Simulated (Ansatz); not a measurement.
Cost and result for the atomization energy of `FB1CC1[SiH3]` (11 atoms, 11 bonds).

```xyz
11

F    -1.106   -0.972    2.304
B    -0.926   -0.557    1.076
C    -1.440    0.223   -0.108
C    -0.077   -0.612   -0.169
Si    1.492    0.360   -0.335
H    -1.342    1.303   -0.180
H    -2.266   -0.161   -0.701
H    -0.104   -1.519   -0.772
H     1.421    1.538    0.574
H     1.675    0.861   -1.724
H     2.674   -0.463    0.035
```

Charge 0, multiplicity 1. All single points use the PBE0-D4/def2-TZVP geometry. Program: Ansatz. All runs use 4 threads of an Arm Neoverse V2 on a shared host. Times are those of one run each, without the atoms' runs, and a repeat can differ threefold. Electronic energies, without spin–orbit coupling; frozen cores. CCSD(T)/CBS adds CCSD(T) − MP2 in def2-TZVPP to the MP2 limit, and its time is that of the two runs behind it. T1 = 0.012. B3LYP takes the VWN-RPA correlation (the form of Gaussian; ORCA's B3LYP/G).

CCSD(T)/CBS is a level of theory with its own doubt, some kJ/mol a heavy atom from the limit and from the frozen cores, so smaller differences don't rank the functionals.

```csv
level,functions,wall time
PBE-D4/def2-TZVPP (with forces),250,2.2 s
PBE0-D4/def2-TZVPP,250,2.4 s
B3LYP-D4/def2-TZVPP (with forces),250,3.8 s
r2SCAN-D4/def2-TZVPP (with forces),250,4.1 s
B2PLYP/def2-TZVPP,250,4.2 s
ωB97X-V/def2-TZVPP,250,6 s
ωB97M-V/def2-TZVPP (with forces),250,9 s
MP2/def2-QZVPP,478,17 s
CCSD(T)/def2-TZVPP,250,100 s
CCSD(T)/CBS(def2),–,120 s
```

Q: What atomization energy does each give, and how far from CCSD(T)/CBS? (An estimate is asked.)

A: Computed: 
| level | atomization (kJ/mol) | difference from CCSD(T)/CBS | per bond |
| --- | --- | --- | --- |
| PBE-D4/def2-TZVPP (with forces) | 4250.7 | 87.9 | 8.0 |
| PBE0-D4/def2-TZVPP | 4196.6 | 33.8 | 3.1 |
| B3LYP-D4/def2-TZVPP (with forces) | 4176.0 | 13.2 | 1.2 |
| r2SCAN-D4/def2-TZVPP (with forces) | 4203.4 | 40.6 | 3.7 |
| B2PLYP/def2-TZVPP | 4136.6 | -26.2 | -2.4 |
| ωB97X-V/def2-TZVPP | 4193.6 | 30.8 | 2.8 |
| ωB97M-V/def2-TZVPP (with forces) | 4194.8 | 32.0 | 2.9 |
| MP2/def2-QZVPP | 4199.9 | 37.1 | 3.4 |
| CCSD(T)/def2-TZVPP | 4067.0 | -95.8 | -8.7 |
| CCSD(T)/CBS(def2) | 4162.8 | 0.0 | 0.0 |

In def2-TZVPP, CCSD(T) changes the Hartree–Fock value by +898.2 kJ/mol (the triples alone add +54.1 kJ/mol) and MP2 by +974.3 kJ/mol; breaking electron pairs costs correlation energy, which Hartree–Fock lacks. From PBE to PBE0 (25 % exact exchange), in def2-TZVPP and without D4, the atomization energy moves by −50.8 kJ/mol: exact exchange takes away binding that semilocal exchange gives to molecules. The D4 term adds +33.7 kJ/mol with B3LYP and +17.6 kJ/mol with PBE0; it sums over pairs of atoms, weighted by their polarisabilities, and B3LYP, whose exchange is more repulsive, gets the larger term.
